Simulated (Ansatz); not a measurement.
A geometry optimisation of ClH2SbSi2 with BLYP-D3(BJ)/def2-SVP

The starting geometry of this gas-phase singlet was optimised with GFN2-xTB.

```xyz
6

Cl   -0.8676    1.0551    2.1542
Sb    2.7613    1.3767   -1.9945
Si    0.1439   -0.5153    1.2642
Si    1.4391    0.3893   -0.3529
H    -0.8971   -1.4393    0.7861
H     0.8865   -1.1794    2.3484
```

Task: Predict what it relaxes into with BLYP-D3(BJ)/def2-SVP.

Result: It keeps its bonds.

The energy falls by 0.11 eV over 5 steps:

```csv
step,E − E(last) (eV)
1,0.108
2,0.017
3,0.000
4,0.000
5,0.000
```

Final geometry (Å):

```xyz
6

Cl   -0.9365    1.0840    2.2284
Sb    2.7703    1.3493   -2.0059
Si    0.0998   -0.4898    1.3126
Si    1.4739    0.3735   -0.3857
H    -0.8865   -1.4478    0.7200
H     0.9451   -1.1822    2.3361
```

Frequencies at the end are all real (lowest 29 cm⁻¹). Atoms past krypton carry core potentials, without spin–orbit terms. Run with Ansatz 0.2.0, 19 s on 1 thread of AMD EPYC (Zen 3) (shared host).
